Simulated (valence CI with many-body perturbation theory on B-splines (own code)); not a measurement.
Er LIV: electric-dipole lines

Calculated by valence CI with perturbative core correlation (CI+MBPT): five valence electrons over a frozen Dirac-Fock core [Ne], radial functions for each j: 11 s, 11 p, 10 d, 8 f, 5 g, 2 h, with the one-electron correlation potential Σ1, the two-electron term Σ2, the three-electron term Σ3, Breit, model QED; selected CI, second order for the rest, scaled by the run's own slope (own B-spline code, finite nucleus).

The last digits are not significant, and no measured levels were compared; by estimate large intervals hold to a few tenths of a per cent, small ones and those within an open d or f shell to about a per cent. Among the levels kept, up to 3000 cm⁻¹ of a level comes from second order outside the variational space, and about a tenth of that is noise between levels of different J, which matters for small intervals.

Lines 51 to 100 of 564 in falling wavelength, among levels below 75.981 Ry, chosen from the strongest by gf and those to the six lowest levels. Wavelengths and rates use the calculated energies. Electric multipoles are in the length gauge, E1 and E2 with the static RPA response of the core. Weak lines are less certain than strong ones. Lines between different terms over intervals too small for the method are left out, as are lines whose strength nearly cancels. The highest levels of a list are the least certain.

Levels are named by their leading jj configuration (3d3/2^4 stands for four electrons in 3d with j = 3/2), which in mixed levels can hold well under half, so a name can repeat and another be missing. Letters in brackets count levels of one name in rising energy.

| λ vac (Å) | Upper | Lower | A (s⁻¹) | S (a.u.) with core polarisation | S without |
| --- | --- | --- | --- | --- | --- |
| 75.02 | (3p1/2^2 3p3/2^2 3d3/2) J=3/2 [b] | (3s 3p1/2 3p3/2^2 3d3/2) J=5/2 [d] | 1.71e+10 | 1.42e-02 | 1.45e-02 |
| 74.71 | (3s 3p1/2^2 3d5/2^2) J=7/2 | (3s^2 3p1/2 3d5/2^2) J=7/2 | 1.16e+10 | 1.90e-02 | 1.93e-02 |
| 74.26 | (3s 3p1/2 3p3/2^2 3d5/2) J=5/2 [f] | (3s^2 3p3/2^2 3d5/2) J=5/2 [b] | 1.60e+10 | 1.94e-02 | 1.98e-02 |
| 74.14 | (3s 3p1/2^2 3p3/2 3d5/2) J=5/2 [b] | (3s^2 3p1/2 3p3/2 3d5/2) J=7/2 [b] | 2.88e+10 | 3.48e-02 | 3.54e-02 |
| 74.11 | (3s 3p1/2^2 3p3/2 3d5/2) J=5/2 [b] | (3s^2 3p1/2 3p3/2 3d5/2) J=5/2 [b] | 1.14e+10 | 1.37e-02 | 1.39e-02 |
| 73.48 | (3s 3p1/2 3p3/2^2 3d5/2) J=3/2 [e] | (3s^2 3p3/2^2 3d5/2) J=5/2 [b] | 1.96e+10 | 1.54e-02 | 1.56e-02 |
| 73.28 | (3s 3p1/2 3p3/2^2 3d5/2) J=7/2 [b] | (3s^2 3p3/2^2 3d5/2) J=7/2 | 1.40e+10 | 2.18e-02 | 2.21e-02 |
| 73.28 | (3s 3p1/2^2 3p3/2^2) J=3/2 | (3s^2 3p1/2 3p3/2^2) J=5/2 | 2.80e+10 | 2.17e-02 | 2.21e-02 |
| 72.59 | (3s 3p1/2^2 3d3/2 3d5/2) J=5/2 [b] | (3s^2 3p1/2 3d3/2 3d5/2) J=7/2 [a] | 1.45e+10 | 1.64e-02 | 1.67e-02 |
| 72.47 | (3p1/2^2 3p3/2^2 3d3/2) J=3/2 [b] | (3s 3p1/2 3p3/2^2 3d3/2) J=5/2 [c] | 2.33e+10 | 1.75e-02 | 1.78e-02 |
| 71.95 | (3s 3p1/2^2 3d3/2 3d5/2) J=3/2 [b] | (3s^2 3p1/2 3d3/2 3d5/2) J=5/2 [a] | 1.51e+10 | 1.11e-02 | 1.13e-02 |
| 71.16 | (3s 3p1/2 3p3/2^3) J=3/2 [b] | (3s^2 3p3/2^3) J=3/2 | 1.85e+10 | 1.32e-02 | 1.34e-02 |
| 70.81 | (3s 3p1/2 3p3/2 3d3/2^2) J=5/2 | (3s 3p1/2 3p3/2^2 3d3/2) J=7/2 [b] | 1.23e+10 | 1.30e-02 | 1.32e-02 |
| 70.59 | (3s 3p1/2^2 3d3/2^2) J=3/2 | (3s 3p1/2^2 3p3/2 3d3/2) J=5/2 [b] | 2.10e+10 | 1.45e-02 | 1.48e-02 |
| 70.57 | (3s 3p1/2^2 3p3/2 3d3/2) J=3/2 [b] | (3s^2 3p1/2 3p3/2 3d3/2) J=5/2 [a] | 1.93e+10 | 1.34e-02 | 1.36e-02 |
| 70.37 | (3s 3p1/2^2 3p3/2 3d3/2) J=5/2 [b] | (3s^2 3p1/2 3p3/2 3d3/2) J=7/2 | 3.71e+10 | 3.82e-02 | 3.89e-02 |
| 70.13 | (3s 3p1/2 3p3/2^2 3d5/2) J=7/2 [c] | (3s^2 3p3/2^2 3d5/2) J=9/2 | 2.41e+10 | 3.28e-02 | 3.33e-02 |
| 70.10 | (3s 3p1/2^2 3p3/2 3d5/2) J=7/2 [b] | (3s^2 3p1/2 3p3/2 3d5/2) J=9/2 | 3.07e+10 | 4.18e-02 | 4.25e-02 |
| 69.31 | (3s 3p1/2 3p3/2^2 3d3/2) J=5/2 [e] | (3s^2 3p3/2^2 3d3/2) J=7/2 | 2.39e+10 | 2.35e-02 | 2.39e-02 |
| 69.25 | (3s 3p1/2 3p3/2^2 3d5/2) J=9/2 [c] | (3s^2 3p3/2^2 3d5/2) J=9/2 | 2.24e+10 | 3.67e-02 | 3.73e-02 |
| 68.89 | (3s 3p1/2^2 3p3/2^2) J=3/2 | (3s^2 3p1/2 3p3/2^2) J=3/2 | 1.22e+10 | 7.85e-03 | 7.98e-03 |
| 68.55 | (3s 3p1/2^2 3p3/2^2) J=1/2 | (3s^2 3p1/2 3p3/2^2) J=3/2 | 1.83e+08 | 5.83e-05 | 5.91e-05 |
| 68.49 | (3p1/2^2 3p3/2^3) J=3/2 | (3s 3p1/2 3p3/2^3) J=5/2 | 4.81e+10 | 3.05e-02 | 3.10e-02 |
| 68.16 | (3p1/2^2 3p3/2^2 3d3/2) J=7/2 | (3s 3p1/2 3p3/2^2 3d3/2) J=9/2 | 5.13e+10 | 6.42e-02 | 6.52e-02 |
| 68.08 | (3s^2 3p1/2 3p3/2 3d3/2) J=3/2 [a] | (3s^2 3p1/2 3p3/2^2) J=1/2 | 1.61e+09 | 1.00e-03 | 1.02e-03 |
| 68.06 | (3s^2 3p1/2 3p3/2 3d3/2) J=1/2 [a] | (3s^2 3p1/2 3p3/2^2) J=1/2 | 1.85e+09 | 5.76e-04 | 5.85e-04 |
| 67.86 | (3s 3p1/2 3p3/2^2 3d5/2) J=5/2 [c] | (3s^2 3p3/2^2 3d5/2) J=7/2 | 1.23e+10 | 1.14e-02 | 1.16e-02 |
| 67.22 | (3p1/2^2 3p3/2^2 3d3/2) J=3/2 [a] | (3s 3p1/2 3p3/2^2 3d3/2) J=5/2 [a] | 2.53e+10 | 1.52e-02 | 1.54e-02 |
| 67.04 | (3s 3p1/2 3p3/2^2 3d3/2) J=3/2 [f] | (3s^2 3p3/2^2 3d3/2) J=5/2 | 1.81e+10 | 1.08e-02 | 1.10e-02 |
| 66.48 | (3p1/2^2 3p3/2^2 3d3/2) J=5/2 | (3s 3p1/2 3p3/2^2 3d3/2) J=7/2 [a] | 4.29e+10 | 3.73e-02 | 3.79e-02 |
| 65.87 | (3s 3p1/2^2 3p3/2 3d3/2) J=1/2 [b] | (3s^2 3p1/2 3p3/2 3d3/2) J=3/2 [a] | 3.67e+10 | 1.04e-02 | 1.05e-02 |
| 65.75 | (3s 3p1/2^2 3p3/2 3d5/2) J=7/2 [b] | (3s^2 3p1/2 3p3/2 3d5/2) J=7/2 [a] | 1.46e+10 | 1.63e-02 | 1.66e-02 |
| 65.11 | (3s 3p1/2 3p3/2 3d3/2^2) J=7/2 | (3s 3p1/2 3p3/2^2 3d3/2) J=9/2 | 1.53e+10 | 1.67e-02 | 1.70e-02 |
| 64.20 | (3s^2 3p1/2 3p3/2 3d3/2) J=5/2 [a] | (3s^2 3p1/2 3p3/2^2) J=5/2 | 4.39e+09 | 3.44e-03 | 3.49e-03 |
| 63.31 | (3s^2 3p1/2 3p3/2 3d3/2) J=3/2 [a] | (3s^2 3p1/2 3p3/2^2) J=5/2 | 1.15e+10 | 5.74e-03 | 5.83e-03 |
| 61.99 | (3p1/2^2 3p3/2^2 3d3/2) J=1/2 | (3p1/2^2 3p3/2^3) J=3/2 | 4.83e+10 | 1.14e-02 | 1.15e-02 |
| 60.72 | (3s^2 3p1/2 3p3/2 3d3/2) J=7/2 | (3s^2 3p1/2 3p3/2^2) J=5/2 | 5.30e+08 | 4.69e-04 | 4.76e-04 |
| 60.23 | (3s^2 3p1/2^2 3d3/2) J=3/2 | (3s^2 3p1/2^2 3p3/2) J=3/2 | 9.31e+09 | 4.01e-03 | 4.07e-03 |
| 60.01 | (3s^2 3p1/2 3p3/2 3d3/2) J=3/2 [a] | (3s^2 3p1/2 3p3/2^2) J=3/2 | 8.20e+08 | 3.50e-04 | 3.54e-04 |
| 60.00 | (3s^2 3p1/2 3p3/2 3d3/2) J=1/2 [a] | (3s^2 3p1/2 3p3/2^2) J=3/2 | 3.45e+09 | 7.36e-04 | 7.47e-04 |
| 59.56 | (3s 3p1/2^2 3d3/2 3d5/2) J=7/2 [b] | (3s 3p1/2^2 3p3/2 3d5/2) J=7/2 [b] | 1.12e+10 | 9.37e-03 | 9.51e-03 |
| 56.11 | (3s^2 3p1/2 3d3/2 3d5/2) J=9/2 | (3s^2 3p1/2 3p3/2 3d5/2) J=9/2 | 1.43e+10 | 1.24e-02 | 1.26e-02 |
| 55.44 | (3s 3p1/2^2 3d3/2 3d5/2) J=7/2 [b] | (3s 3p1/2^2 3p3/2 3d5/2) J=7/2 [a] | 1.57e+10 | 1.05e-02 | 1.07e-02 |
| 55.03 | (3s^2 3p1/2 3p3/2 3d3/2) J=1/2 [b] | (3s^2 3p1/2 3p3/2^2) J=1/2 | 3.73e+08 | 6.14e-05 | 6.31e-05 |
| 55.02 | (3s^2 3p1/2 3p3/2 3d3/2) J=3/2 [b] | (3s^2 3p1/2 3p3/2^2) J=1/2 | 5.51e+08 | 1.81e-04 | 1.84e-04 |
| 53.76 | (3s^2 3p1/2 3p3/2 3d3/2) J=5/2 [b] | (3s^2 3p1/2 3p3/2^2) J=5/2 | 2.36e+09 | 1.08e-03 | 1.10e-03 |
| 52.08 | (3s^2 3p3/2 3d5/2^2) J=5/2 | (3s^2 3p3/2^2 3d5/2) J=3/2 | 4.39e+10 | 1.84e-02 | 1.86e-02 |
| 52.05 | (3s 3p1/2^2 3d3/2 3d5/2) J=9/2 | (3s 3p1/2^2 3p3/2 3d5/2) J=9/2 | 2.45e+10 | 1.70e-02 | 1.73e-02 |
| 51.86 | (3s^2 3p1/2 3p3/2 3d3/2) J=3/2 [b] | (3s^2 3p1/2 3p3/2^2) J=5/2 | 8.08e+08 | 2.22e-04 | 2.28e-04 |
| 51.36 | (3s^2 3p1/2 3p3/2 3d3/2) J=5/2 [b] | (3s^2 3p1/2 3p3/2^2) J=3/2 | 8.27e+08 | 3.32e-04 | 3.37e-04 |
